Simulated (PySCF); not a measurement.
PySCF input file for Pd(Cl)(MeCN)2 (C4H6ClN2Pd), SMILES CC#[N]->[Pd]([Cl])<-[N]#CC (connectivity only; charge and spin as stated), neutral, multiplicity 2, TDA-LC-ωPBE/def2-SVPD. The structure is a stationary point at PBE0-D3(BJ)/def2-SVP. The multiplicity is an assumed one; other spin states were not compared. The isomer is the one that the SMILES or the coordinates give; other isomers of the formula were not compared. The def2 effective core potentials stand for the cores of Pd; spin–orbit coupling is left out.

```python
import numpy as np
from pyscf import gto, scf, dft, tdscf

mol = gto.M(
    atom='''
    Pd    0.51482871   -0.19582029   -0.02115274
    Cl    1.27061749    0.70421333   -2.01831768
    C    -0.58141258   -2.18340192    4.00214671
    C    -0.20784540   -1.57328789    2.74309587
    N     0.08417175   -1.08452564    1.73889619
    H    -0.22111129   -1.57020155    4.84085026
    H    -0.14189745   -3.18825359    4.08105389
    H    -1.67593035   -2.26720197    4.06734831
    C    -1.86635717    2.18606672   -2.36412234
    C    -1.79907229    1.41878042   -1.14080463
    N    -1.64573578    0.77903263   -0.18607959
    H    -0.87614554    2.07145469   -2.83879262
    H    -2.05959866    3.24614728   -2.14954136
    H    -2.64886184    1.79366907   -3.02810127
    ''',
    basis='def2-SVPD',
    ecp={'Pd': 'def2-svp'},
    charge=0,
    spin=1,
    max_memory=1600,
    verbose=4,
)
mf = dft.UKS(mol, xc='lc_wpbe').density_fit(auxbasis='def2-universal-jkfit')
mf.grids.level = 3
mf.conv_tol = 1e-9
mf.max_cycle = 100
mf.kernel()
fine, coarse = mf.grids, dft.Grids(mol).set(level=1).build(with_non0tab=True)
for _ in range(3):  # follow internal instabilities
    mf.grids = coarse
    mo, _, stable, _ = mf.stability(return_status=True, nroots=4)
    mf.grids = fine
    if stable:
        break
    mf.kernel(mf.make_rdm1(mo, mf.mo_occ))
mf.grids = dft.Grids(mol).set(level=1).build(with_non0tab=True)  # coarser grid for the response kernel
td = tdscf.TDA(mf)
td.nstates = 6
td.conv_tol = 1e-4
td.kernel(x0=td.get_init_guess(mf, 11))
td.analyze(verbose=3)
```

It prints:

```
PySCF version 2.14.0

[INPUT] verbose = 4
[INPUT] num. atoms = 14
[INPUT] num. electrons = 79
[INPUT] charge = 0
[INPUT] spin (= nelec alpha-beta = 2S) = 1
[INPUT] symmetry False subgroup None
[INPUT] Mole.unit = angstrom
[INPUT] Symbol           X                Y                Z      unit          X                Y                Z       unit  Magmom
[INPUT]  1 Pd     0.514828710000  -0.195820290000  -0.021152740000 AA    0.972885262963  -0.370046717733  -0.039972885384 Bohr   0.0
[INPUT]  2 Cl     1.270617490000   0.704213330000  -2.018317680000 AA    2.401119065182   1.330770326968  -3.814067647568 Bohr   0.0
[INPUT]  3 C     -0.581412580000  -2.183401920000   4.002146710000 AA   -1.098710541577  -4.126031648650   7.562961192229 Bohr   0.0
[INPUT]  4 C     -0.207845400000  -1.573287890000   2.743095870000 AA   -0.392770882251  -2.973083227195   5.183699927726 Bohr   0.0
[INPUT]  5 N      0.084171750000  -1.084525640000   1.738896190000 AA    0.159061554925  -2.049456434669   3.286037558150 Bohr   0.0
[INPUT]  6 H     -0.221111290000  -1.570201550000   4.840850260000 AA   -0.417839781149  -2.967250889868   9.147881201430 Bohr   0.0
[INPUT]  7 H     -0.141897450000  -3.188253590000   4.081053890000 AA   -0.268147318274  -6.024926100761   7.712074151691 Bohr   0.0
[INPUT]  8 H     -1.675930350000  -2.267201970000   4.067348310000 AA   -3.167049365346  -4.284390792374   7.686174359113 Bohr   0.0
[INPUT]  9 C     -1.866357170000   2.186066720000  -2.364122340000 AA   -3.526903901918   4.131067390826  -4.467543747566 Bohr   0.0
[INPUT] 10 C     -1.799072290000   1.418780420000  -1.140804630000 AA   -3.399753906394   2.681106424695  -2.155808312336 Bohr   0.0
[INPUT] 11 N     -1.645735780000   0.779032630000  -0.186079590000 AA   -3.109989897597   1.472158312800  -0.351639462471 Bohr   0.0
[INPUT] 12 H     -0.876145540000   2.071454690000  -2.838792620000 AA   -1.655675115859   3.914482043546  -5.364540576236 Bohr   0.0
[INPUT] 13 H     -2.059598660000   3.246147280000  -2.149541360000 AA   -3.892077393921   6.134329319202  -4.062044463825 Bohr   0.0
[INPUT] 14 H     -2.648861840000   1.793669070000  -3.028101270000 AA   -5.005623419411   3.389543300403  -5.722282077748 Bohr   0.0

nuclear repulsion = 465.589772918253
number of shells = 95
number of NR pGTOs = 345
number of NR cGTOs = 229
basis = def2-SVPD
ecp = {'Pd': 'def2-svp'}


[settings echo left out]
init E= -842.499934421459
  alpha nocc = 40  HOMO = -0.61848583108214  LUMO = -0.332913326039829
  beta  nocc = 39  HOMO = -0.620272788197658  LUMO = -0.61848583108214

WARN: HOMO -0.61848583108214 >= LUMO -0.61848583108214

cycle= 1 E= -851.142037135558  delta_E= -8.64  |g|= 1.61  |ddm|= 6.32
  alpha nocc = 40  HOMO = 0.046187306331468  LUMO = 0.0793066671540176
  beta  nocc = 39  HOMO = 0.0435363016307856  LUMO = 0.0493073996752326
  HOMO = 0.0461873063315  LUMO = 0.0493073996752  gap/eV = 0.08490
cycle= 2 E= -823.209548090034  delta_E= 27.9  |g|= 4.92  |ddm|= 80.8
  alpha nocc = 40  HOMO = -0.362731117139222  LUMO = -0.0466006743201952
  beta  nocc = 39  HOMO = -0.361913009905297  LUMO = -0.263350142854961
  HOMO = -0.361913009905  LUMO = -0.263350142855  gap/eV = 2.68203
cycle= 3 E= -852.165057459678  delta_E=  -29  |g|= 0.935  |ddm|= 80.7
  alpha nocc = 40  HOMO = -0.201777292033967  LUMO = 0.0237282189737236
  beta  nocc = 39  HOMO = -0.231908154898421  LUMO = -0.201248222389092

WARN: HOMO -0.201777292033967 >= LUMO -0.201248222389092

cycle= 4 E= -852.939115017346  delta_E= -0.774  |g|= 0.473  |ddm|= 2.18
  alpha nocc = 40  HOMO = -0.26159076081573  LUMO = 0.0634752809872446
  beta  nocc = 39  HOMO = -0.275065001425994  LUMO = -0.0345604833314326
  HOMO = -0.261590760816  LUMO = -0.0345604833314  gap/eV = 6.17781
cycle= 5 E= -853.015297841267  delta_E= -0.0762  |g|= 0.191  |ddm|= 0.708
  alpha nocc = 40  HOMO = -0.283564657372113  LUMO = 0.0588210089778624
  beta  nocc = 39  HOMO = -0.289768728142278  LUMO = 0.00261661070047126
  HOMO = -0.283564657372  LUMO = 0.00261661070047  gap/eV = 7.78739
cycle= 6 E= -853.028625094977  delta_E= -0.0133  |g|= 0.105  |ddm|= 0.266
  alpha nocc = 40  HOMO = -0.309387756618452  LUMO = 0.0580212882918023
  beta  nocc = 39  HOMO = -0.313453525643941  LUMO = -0.00157393321220667
  HOMO = -0.309387756618  LUMO = -0.00157393321221  gap/eV = 8.37604
cycle= 7 E= -853.033644501315  delta_E= -0.00502  |g|= 0.0455  |ddm|= 0.179
  alpha nocc = 40  HOMO = -0.319157464696719  LUMO = 0.0570174376025128
  beta  nocc = 39  HOMO = -0.321038224601538  LUMO = 0.00484469503511775
  HOMO = -0.319157464697  LUMO = 0.00484469503512  gap/eV = 8.81655
cycle= 8 E= -853.034849825757  delta_E= -0.00121  |g|= 0.0215  |ddm|= 0.0997
  alpha nocc = 40  HOMO = -0.320590199885469  LUMO = 0.0569887660936473
  beta  nocc = 39  HOMO = -0.321564413280081  LUMO = 0.00766479411674538
  HOMO = -0.320590199885  LUMO = 0.00766479411675  gap/eV = 8.93227
cycle= 9 E= -853.035117209551  delta_E= -0.000267  |g|= 0.00515  |ddm|= 0.0364
  alpha nocc = 40  HOMO = -0.320299699755512  LUMO = 0.0567171813767611
  beta  nocc = 39  HOMO = -0.321064557574505  LUMO = 0.00846009408793794
  HOMO = -0.320299699756  LUMO = 0.00846009408794  gap/eV = 8.94601
cycle= 10 E= -853.035174201672  delta_E= -5.7e-05  |g|= 0.00361  |ddm|= 0.0135
  alpha nocc = 40  HOMO = -0.320073633523283  LUMO = 0.0568307879181782
  beta  nocc = 39  HOMO = -0.320945922319331  LUMO = 0.00930761988036578
  HOMO = -0.320073633523  LUMO = 0.00930761988037  gap/eV = 8.96292
cycle= 11 E= -853.03521526121  delta_E= -4.11e-05  |g|= 0.0022  |ddm|= 0.0128
  alpha nocc = 40  HOMO = -0.319957892246159  LUMO = 0.0569064463645283
  beta  nocc = 39  HOMO = -0.320814341420611  LUMO = 0.00888328413960306
  HOMO = -0.319957892246  LUMO = 0.0088832841396  gap/eV = 8.94822
cycle= 12 E= -853.035238423186  delta_E= -2.32e-05  |g|= 0.000897  |ddm|= 0.0123
  alpha nocc = 40  HOMO = -0.320040033301868  LUMO = 0.0568786668679446
  beta  nocc = 39  HOMO = -0.320944734362627  LUMO = 0.0088496985315935
  HOMO = -0.320040033302  LUMO = 0.00884969853159  gap/eV = 8.94955
cycle= 13 E= -853.03524240229  delta_E= -3.98e-06  |g|= 0.000512  |ddm|= 0.00521
  alpha nocc = 40  HOMO = -0.320072109834306  LUMO = 0.0568670276296084
  beta  nocc = 39  HOMO = -0.320997914624719  LUMO = 0.00882734958513312
  HOMO = -0.320072109834  LUMO = 0.00882734958513  gap/eV = 8.94981
cycle= 14 E= -853.035243557328  delta_E= -1.16e-06  |g|= 0.000331  |ddm|= 0.00302
  alpha nocc = 40  HOMO = -0.320053448341442  LUMO = 0.05686608541858
  beta  nocc = 39  HOMO = -0.320994768037625  LUMO = 0.00885399984267164
  HOMO = -0.320053448341  LUMO = 0.00885399984267  gap/eV = 8.95003
cycle= 15 E= -853.035244204576  delta_E= -6.47e-07  |g|= 0.000256  |ddm|= 0.00199
  alpha nocc = 40  HOMO = -0.320048107489544  LUMO = 0.056869434034238
  beta  nocc = 39  HOMO = -0.321011497102871  LUMO = 0.00887714279532141
  HOMO = -0.32004810749  LUMO = 0.00887714279532  gap/eV = 8.95051
cycle= 16 E= -853.035244814586  delta_E= -6.1e-07  |g|= 0.000213  |ddm|= 0.00218
  alpha nocc = 40  HOMO = -0.32005539969706  LUMO = 0.0568692124523136
  beta  nocc = 39  HOMO = -0.321028034738116  LUMO = 0.00887655270103671
  HOMO = -0.320055399697  LUMO = 0.00887655270104  gap/eV = 8.95069
cycle= 17 E= -853.035245161919  delta_E= -3.47e-07  |g|= 0.000159  |ddm|= 0.00175
  alpha nocc = 40  HOMO = -0.320059817028477  LUMO = 0.056870494911962
  beta  nocc = 39  HOMO = -0.321045512393973  LUMO = 0.00887911422814318
  HOMO = -0.320059817028  LUMO = 0.00887911422814  gap/eV = 8.95088
cycle= 18 E= -853.035245417139  delta_E= -2.55e-07  |g|= 0.000103  |ddm|= 0.00193
  alpha nocc = 40  HOMO = -0.320056858531003  LUMO = 0.0568711586476194
  beta  nocc = 39  HOMO = -0.321053438731387  LUMO = 0.00889040059842953
  HOMO = -0.320056858531  LUMO = 0.00889040059843  gap/eV = 8.95111
cycle= 19 E= -853.035245537646  delta_E= -1.21e-07  |g|= 6.81e-05  |ddm|= 0.00144
  alpha nocc = 40  HOMO = -0.320068378807151  LUMO = 0.0568711649634072
  beta  nocc = 39  HOMO = -0.321069516995277  LUMO = 0.00887950043275601
  HOMO = -0.320068378807  LUMO = 0.00887950043276  gap/eV = 8.95113
cycle= 20 E= -853.035245579658  delta_E= -4.2e-08  |g|= 3.69e-05  |ddm|= 0.000916
  alpha nocc = 40  HOMO = -0.320063350698424  LUMO = 0.0568705969999275
  beta  nocc = 39  HOMO = -0.321067872924369  LUMO = 0.00888543222867948
  HOMO = -0.320063350698  LUMO = 0.00888543222868  gap/eV = 8.95115
cycle= 21 E= -853.035245588913  delta_E= -9.25e-09  |g|= 2.21e-05  |ddm|= 0.000461
  alpha nocc = 40  HOMO = -0.320065110688094  LUMO = 0.0568710242851332
  beta  nocc = 39  HOMO = -0.321071280008266  LUMO = 0.0088844759504052
  HOMO = -0.320065110688  LUMO = 0.00888447595041  gap/eV = 8.95117
cycle= 22 E= -853.035245590643  delta_E= -1.73e-09  |g|= 1.28e-05  |ddm|= 0.000194
  alpha nocc = 40  HOMO = -0.320065442286452  LUMO = 0.0568706750397099
  beta  nocc = 39  HOMO = -0.32107200727556  LUMO = 0.00888381019153752
  HOMO = -0.320065442286  LUMO = 0.00888381019154  gap/eV = 8.95117
cycle= 23 E= -853.035245591031  delta_E= -3.87e-10  |g|= 8.68e-06  |ddm|= 5.4e-05
  alpha nocc = 40  HOMO = -0.320064966056009  LUMO = 0.0568708070619193
  beta  nocc = 39  HOMO = -0.321071631336135  LUMO = 0.00888410767787739
  HOMO = -0.320064966056  LUMO = 0.00888410767788  gap/eV = 8.95116
Extra cycle  E= -853.035245591139  delta_E= -1.08e-10  |g|= 8.96e-06  |ddm|= 2.18e-05
converged SCF energy = -853.035245591139  <S^2> = 0.75270583  2S+1 = 2.002704
tot grids = 60280
uhf_internal: lowest eigs of H = [0.07021776 0.07136368 0.074991   0.08872462]
<class 'pyscf.df.df_jk.DFUKS'> wavefunction is stable in the internal stability analysis
tot grids = 60280


******** <class 'pyscf.tdscf.uks.TDA'> for <class 'pyscf.df.df_jk.DFUKS'> ********
nstates = 6
deg_eia_thresh = 1.000e-03
wfnsym = None
conv_tol = 0.0001
eigh lindep = 1e-12
eigh level_shift = 0
eigh max_cycle = 100


Excitation energies (eV)
[0.94527456 1.07270986 1.15541915 1.20607265 4.67078961 4.70282627]

** Excitation energies and oscillator strengths **
Excited State   1:      0.94527 eV   1311.62 nm  f=0.0003
Excited State   2:      1.07271 eV   1155.80 nm  f=0.0000
Excited State   3:      1.15542 eV   1073.07 nm  f=0.0002
Excited State   4:      1.20607 eV   1028.00 nm  f=0.0003
Excited State   5:      4.67079 eV    265.45 nm  f=0.0014
Excited State   6:      4.70283 eV    263.64 nm  f=0.0148
```

The run converged.
